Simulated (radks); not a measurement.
Si, configuration [Ne] 3s2 3p2.

Method: scalar-relativistic Kohn-Sham, PBE, spin-polarised, spherical densities, finite nucleus; open shells are filled with parallel spins first; Fermi nuclear charge, rms radius 3.1224 fm; hard spherical wall at 4 bohr; computed with a radial shooting solver on a logarithmic mesh with Libxc functionals.

Energy parts (hartree):
part                      energy
total                 -289.53049
kinetic                292.04922
electron-nucleus      -696.22020
Hartree                135.59243
exchange-correlation   -20.95194

Orbitals (lengths in bohr, moments of r in powers of bohr; r(90%) holds 90 % of the orbital's charge):
orbital  occ.  eigenvalue (hartree)  r(90%)      <r^4>
1s up       1             -65.33381   0.199  0.0007211
1s down     1             -65.32526   0.199  0.0007208
2s up       1              -4.85711   0.898     0.2803
2s down     1              -4.84811   0.898     0.2791
2p up       3              -3.24228   0.908     0.3078
2p down     3              -3.23015   0.908     0.3048
3s up       1              -0.23362    2.81      24.65
3s down     1              -0.15143    2.81      24.52
3p up       2               0.06332    2.95      30.78
3p down     0               0.14737    2.96      30.92
3d up       0               0.48361    3.09      37.73
3d down     0               0.56565    3.10      38.03
4s up       0               1.05247    3.39      57.18
4s down     0               1.10499    3.39      57.62
4p up       0               1.31406    3.40      55.17
4p down     0               1.36606    3.40      55.28

The highest occupied level is 3p up at 1.723 eV. The electron density at the nucleus is 1914 e/bohr^3 (large components only). The pressure on the wall is 66.3 GPa.
